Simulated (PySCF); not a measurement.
Compound: C4H3BF2O.
SMILES: `C=C1OC=C1B(F)F`

Jobs on this species (11 atoms, 58 electrons) with PySCF (density fitting). Hardware of each: Arm Neoverse V1, one thread, shared host. The host was shared with other jobs, so the times are rough. Peak memory is the resident size of the whole Python process, interpreter and libraries included.

| level and settings | work | basis functions | SCF cycles | wall time | peak memory |
| --- | --- | --- | --- | --- | --- |
| delta-SCF UKS SCAN, pcX-1 on the ionised atom, pcseg-1 elsewhere, spin-free X2C | ΔSCF core ionisation, 7 holes | 137 | ? | ? | ? |
| delta-SCF UKS PBE0, pcX-2 on the ionised atom, pcseg-1 elsewhere, spin-free X2C | ΔSCF core ionisation, 7 holes | 158 | ? | ? | ? |
| delta-SCF UKS SCAN, pcX-2 on the ionised atom, pcseg-1 elsewhere, spin-free X2C | ΔSCF core ionisation, 7 holes | 158 | ? | ? | ? |
| delta-SCF UKS B3LYP, pcX-2 on the ionised atom, pcseg-1 elsewhere, spin-free X2C | ΔSCF core ionisation, 7 holes | 158 | 122 | 69 s | 0.68 GiB |
| delta-SCF UKS SCAN, def2-TZVP on the ionised atom, pcseg-1 elsewhere, spin-free X2C | ΔSCF core ionisation, 7 holes | 144 | 164 | 53 s | 0.59 GiB |
| delta-SCF UKS PBE, pcX-2 on the ionised atom, pcseg-1 elsewhere, spin-free X2C | ΔSCF core ionisation, 7 holes | 158 | 135 | 32 s | 0.59 GiB |
| delta-SCF UKS SCAN, pcX-2 on the ionised atom, pcseg-1 elsewhere, non-relativistic | ΔSCF core ionisation, 7 holes | 158 | 165 | 54 s | 0.59 GiB |
| PBE0-D3(BJ)/def2-SVP, grid level 1 | geometry optimisation from a GFN2-xTB start shaken at random | 127 | 50 | 45 s | 0.52 GiB |
| delta-SCF UKS HF, pcX-2 on the ionised atom, pcseg-1 elsewhere, spin-free X2C | ΔSCF core ionisation, 7 holes | 158 | 250 | 80 s | 0.59 GiB |

**Question.** Fill in the missing figures.

**Answer.** 
- delta-SCF UKS SCAN, pcX-1 on the ionised atom, pcseg-1 elsewhere, spin-free X2C; ΔSCF core ionisation, 7 holes: 47 s, 0.59 GiB, 162 SCF cycles
- delta-SCF UKS PBE0, pcX-2 on the ionised atom, pcseg-1 elsewhere, spin-free X2C; ΔSCF core ionisation, 7 holes: 68 s, 0.68 GiB, 123 SCF cycles
- delta-SCF UKS SCAN, pcX-2 on the ionised atom, pcseg-1 elsewhere, spin-free X2C; ΔSCF core ionisation, 7 holes: 61 s, 0.54 GiB, 166 SCF cycles

**Question.** What do all jobs in the table cost together?

**Answer.** About 8.5 min; the longest takes about 16 % of that, and about 2.5 times as long as the shortest.
